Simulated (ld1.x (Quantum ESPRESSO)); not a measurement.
Ru (Z = 44): one change to a PAW potential, before and after

Ru (Z = 44), PAW, made with ld1.x (Quantum ESPRESSO) 7.5 (LDA (PZ), non-relativistic). Core [Ar] 3d10 4s2, reference 4p6 4d7 5s1 5p0. Waves: 5s (bound): rcut 2.25, rcutus 3.00 bohr; 5s channel at 1.25 Ry: rcut 2.25, rcutus 3.00 bohr; 4p (bound): rcut 1.95, rcutus 2.10 bohr; 5p (bound, empty): rcut 1.95, rcutus 2.10 bohr; 4d (bound): rcut 1.00, rcutus 1.35 bohr; 4d channel at 1.6 Ry: rcut 1.00, rcutus 1.35 bohr. Local part: all-electron potential smoothed inside 2.10 bohr (lloc = -2). Core correction: Bessel-smoothed model core, default radius (core density twice the valence density). Augmentation charge: BESSEL, radius 1.05 bohr.

Change: waves 4p (bound): rcut 1.95, rcutus 2.88 bohr; 5p (bound): rcut 1.95, rcutus 2.88 bohr.

Cutoffs: the cutoffs (Ry, on a coarse ladder) from which the occupation-weighted sum of valence levels, in a spherical-Bessel basis at the reference potential, stays within 10 and 1 mRy of its value at 400 Ry; they do not see the model core or the augmentation charge, which bear on the density cutoff. Errors are all-electron minus pseudo energies relative to the spin-unpolarised reference configuration.

Predict the effect on cutoff, ghosts and configuration errors.

The potential gets neither clearly harder nor softer (55 Ry and 100 Ry → 55 Ry and 100 Ry); the d channel sets the loose cutoff, while the largest relative change is in p, which becomes softer; the number of tests that count goes from 9 to 3 (the test run of the changed file stopped, so its transferability is not established); of the 3 tests that both files solve, the error grows in 3 and shrinks in 0 by more than 15 % and 0.3 meV (median size 5.0 → 6.4 meV); the range in which the p phases agree narrows (upper end 3.6 → 1.1); neither file shows a bound ghost at the reference potential, the only one tested. More of the atom is replaced by a form fitted at one configuration, so other configurations suffer.

| quantity | base | changed |
| --- | --- | --- |
| cutoff, loose | 55 Ry | 55 Ry |
| cutoff, tight | 100 Ry | 100 Ry |
| loose cutoff by channel (10 mRy a level) | s 6 Ry, p 15 Ry, d 45 Ry | s 6 Ry, p 8 Ry, d 45 Ry |
| bound ghosts | none | none |
| tests counted (converged, no solver errors) | 9 of 9 | 3 of 9 (the test run stopped) |
| error for 4p6 4d7 5s0 5p0, meV [ΔE 7.15 eV] | +5.0 | +6.2 |
| error for 4p6 4d6 5s0 5p0, meV [ΔE 25.83 eV] | -4.5 | -6.4 |
| error for 4p6 4d5 5s0 5p0, meV [ΔE 57.07 eV] | -50 | -112 |
| s: phases at 3.27 bohr within 0.05 rad from the reference energy up to (Ry; the scan ends near 5) | 2.7 | 2.7 |
| p: phases at 3.27 bohr within 0.05 rad from the reference energy up to (Ry; the scan ends near 5) | 3.6 | 1.1 |
| d: phases at 3.27 bohr within 0.05 rad from the reference energy up to (Ry; the scan ends near 5) | to the end of the scan | to the end of the scan |
| lowest overlap eigenvalue by channel | s 0.46, p 0.08, d 0.98 | s 0.46, p 0.77, d 0.98 |

Changed file: These tests converged, but a pseudo level misses the all-electron one widely, so the file describes the atom poorly there or has found another state: 4p6 4d5 5s0 5p0: empty 5p by 8.8 eV.
